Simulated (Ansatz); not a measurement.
Correlation energies of C6H16BN (`BN(C(C)C)C(C)C`) by basis set

Cartesian coordinates in Å:
```
B 1.8480 -0.2642 -0.8862
N 0.5543 -0.1499 -0.4065
C -0.5898 -0.6542 -1.1684
C -1.5405 0.4609 -1.5817
C -1.3183 -1.7733 -0.4369
C 0.2475 0.4782 0.8876
C 0.8687 -0.2925 2.0420
C 0.6553 1.9431 0.9073
H 2.0289 -0.7880 -1.9488
H 2.7666 0.1562 -0.2430
H -0.1578 -1.0775 -2.0784
H -2.0189 0.9317 -0.7188
H -2.3348 0.0610 -2.2162
H -1.0094 1.2328 -2.1419
H -1.7858 -1.4220 0.4868
H -2.1110 -2.1807 -1.0686
H -0.6299 -2.5824 -0.1856
H -0.8383 0.4377 1.0113
H 0.5810 0.1515 2.9983
H 1.9583 -0.2748 1.9712
H 0.5445 -1.3350 2.0347
H 0.1808 2.4911 0.0909
H 1.7374 2.0409 0.7989
H 0.3631 2.4094 1.8516
```

Total charge 0; spin multiplicity 1. All single points use the PBE0-D4/def2-TZVP geometry. It is one conformer, not always the lowest. Frozen core, restricted reference, Ansatz 0.2.0. CBS rows extrapolate triple and quadruple zeta; past MP2 they add the triple-zeta difference.

```json
{"basis": "def2-SVP", "HF (Eh)": "-315.45834", "MP2 corr.": "?", "CCSD corr.": "-1.23470", "(T)": "?", "CCSD(T) total": "?"}
{"basis": "def2-TZVPP", "HF (Eh)": "-315.79962", "MP2 corr.": "-1.38174", "CCSD corr.": "-1.46335", "(T)": "?", "CCSD(T) total": "?"}
{"basis": "def2-QZVPP", "HF (Eh)": "-315.81475", "MP2 corr.": "?", "CCSD corr.": "–", "(T)": "–", "CCSD(T) total": "–"}
{"basis": "CBS(def2)", "HF (Eh)": "-315.81684", "MP2 corr.": "-1.53124", "CCSD corr.": "-1.61285", "(T)": "as TZ", "CCSD(T) total": "-317.48919"}
```

Question: Fill in the withheld values. (Best estimate.)

Answer: Ansatz gave: def2-SVP MP2 corr.: -1.13330; def2-SVP (T): -0.03876; def2-SVP CCSD(T) total: -316.73180; def2-TZVPP (T): -0.05950; def2-TZVPP CCSD(T) total: -317.32247; def2-QZVPP MP2 corr.: -1.46762.
